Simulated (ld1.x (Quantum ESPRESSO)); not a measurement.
## Logarithmic derivatives: fluorine, PAW

| Quantity | Value |
| --- | --- |
| Element | F (Z = 9) |
| Generator | ld1.x (Quantum ESPRESSO) 7.5 |
| Type | PAW |
| Functional | PBEsol |
| Relativity | non-relativistic |
| Frozen core | [He] |
| Valence charge | 7 |
| Reference configuration | 2s1 2p6 |
| Partial waves | 2s (bound): rcut 0.90, rcutus 1.00 bohr; 2s channel at -1.8 Ry: rcut 0.90, rcutus 1.00 bohr; 2p (bound): rcut 1.25, rcutus 1.45 bohr; 2p channel at -0.45 Ry: rcut 1.25, rcutus 1.45 bohr; 3d channel at -0.15 Ry: rcut 0.90, rcutus 1.15 bohr; 3d channel at 0.15 Ry: rcut 0.90, rcutus 1.15 bohr |
| Local potential | all-electron potential smoothed inside 0.95 bohr (lloc = -1) |
| Core correction | Bessel-smoothed model core, default radius (core density twice the valence density) |
| Augmentation charge | BESSEL, radius 0.65 bohr |

The phase is arctan(r·u′/u) with u = r·R(r), unwrapped; energies in Ry, scanned from -4 to 5 Ry. A pole is an energy at which the radial function vanishes at the test radius. The pseudo phase is shifted by a multiple of π to meet the all-electron one at the reference energy, and phase errors are pseudo minus all-electron; the curves can meet again beyond the range given. Levels narrower than the energy grid can be missing from the lists of poles.

```csv
channel,radius (bohr),reference energy (Ry),"poles, all-electron","poles, pseudo",unbroken range about the reference energy with phases within 0.05 rad,phase error 1 Ry above the reference energy (rad)
s,1.60,-2.21,-1.21,-1.21,the whole range,-0.000
p,1.60,-0.84,0.17,0.17,the whole range,+0.000
d,1.60,-0.15,none,none,the whole range,-0.000
```

Phases in the p channel:

```csv
E (Ry),all-electron,pseudo
-4.00,1.222,1.222
-3.76,1.206,1.206
-3.52,1.187,1.187
-3.28,1.165,1.165
-3.04,1.138,1.138
-2.80,1.105,1.105
-2.56,1.062,1.062
-2.32,1.004,1.004
-2.08,0.922,0.922
-1.84,0.798,0.798
-1.60,0.593,0.593
-1.36,0.233,0.233
-1.12,-0.321,-0.321
-0.88,-0.843,-0.843
-0.64,-1.166,-1.166
-0.40,-1.352,-1.352
-0.16,-1.468,-1.468
0.08,-1.548,-1.548
0.32,-1.607,-1.607
0.56,-1.653,-1.653
0.80,-1.693,-1.693
1.04,-1.727,-1.727
1.28,-1.759,-1.759
1.52,-1.789,-1.789
1.76,-1.818,-1.818
2.00,-1.848,-1.847
2.24,-1.878,-1.878
2.48,-1.911,-1.911
2.72,-1.947,-1.947
2.96,-1.987,-1.986
3.20,-2.032,-2.032
3.44,-2.084,-2.084
3.68,-2.147,-2.146
3.92,-2.222,-2.221
4.16,-2.314,-2.313
4.40,-2.430,-2.428
4.64,-2.575,-2.572
4.88,-2.755,-2.751
```
